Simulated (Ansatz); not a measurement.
Reaction (formal exchange of groups at the Si–C bond): `OC(S)[SiH2]F` + `C1=NCC1` → `F[SiH2]C1C=NC1` + `OCS`

Gas-phase electronic energies from Ansatz, PBE0-D4/def2-TZVP geometries. CBS: MP2 limit from def2 TZ/QZ plus the TZ coupled-cluster correction, frozen cores. DFT in def2-TZVPP. B3LYP here is the variant with VWN-RPA as its local correlation; programs differ in this. One conformer a species, not always the lowest.

(1) Is it downhill or uphill in electronic energy at CCSD(T)/CBS, and by how much? (Estimate.)

(2) What do these levels give: B3LYP-D4, PBE, r2SCAN, B3LYP, CCSD/def2-TZVPP, HF/def2-QZVPP? (Best estimate.)

Largest T1 diagnostic among the species: 0.012.

## Answers

(1) Ansatz gave: Nearly level: ΔE = -1.1 kJ/mol.

(2) Ansatz gave: B3LYP-D4 1.5, PBE 1.8, r2SCAN 1.6, B3LYP 0.4, CCSD/def2-TZVPP -2.0, HF/def2-QZVPP -4.6 kJ/mol.
